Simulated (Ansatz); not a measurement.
`P[PH][GaH2]`, charge 0, multiplicity 1.

(1) Give a relaxed structure at PBE0-D4/def2-TZVP (Ansatz 0.2.0). (Estimate.)

## Answers

(1) Ansatz gave: 
Cartesian coordinates in Å:
```
P -0.859 -0.830 -0.207
P -0.648 1.366 0.160
Ga 1.433 0.336 -0.257
H -1.718 -1.237 0.835
H -1.783 -0.842 -1.274
H -0.536 1.137 1.560
H 1.826 0.237 -1.767
H 2.286 -0.168 0.951
```
